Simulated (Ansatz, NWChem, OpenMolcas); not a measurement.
## How basis sets differ on GeH3Cl (chlorogermane)

GeH3Cl has 5 atoms, charge 0, and is taken as a singlet. As SMILES, `[Cl][GeH3]`. The coordinates come from a PBE0-D4/def2-TZVP relaxation.

```tsv
atom	x (Å)	y (Å)	z (Å)
Cl	-1.8758	-0.0251	0.6413
Ge	0.1618	-0.0139	-0.0606
H	0.1604	0.6562	-1.4381
H	0.6190	-1.4737	-0.1406
H	0.9845	0.7829	0.9567
```

Each level gives the dipole moment (D). The values are calculated.

```csv
level,kind,program,value (D),CPU time
HF/ANO-RCC-MB (DKH2),Hartree–Fock,OpenMolcas,2.73,2.9 s
HF/STO-3G,Hartree–Fock,Ansatz,3.07,0.87 s
HF/3-21G,Hartree–Fock,NWChem,3.33,2.3 s
HF/def2-SVP,Hartree–Fock,Ansatz,2.19,3.4 s
HF/def2-TZVP,Hartree–Fock,NWChem,2.15,77 s
HF/cc-pVTZ,Hartree–Fock,Ansatz,2.16,17 s
```

All-electron rows without a relativistic Hamiltonian named are non-relativistic. The values span 2.15 to 3.33 D. Sets without polarisation functions give poor dipoles. Without the sets that lack polarisation functions the rows with a basis span only 2.15 to 2.19 D. CPU times are rough (shared hosts, several kinds of processor): they show what a rung costs within a factor of a few.
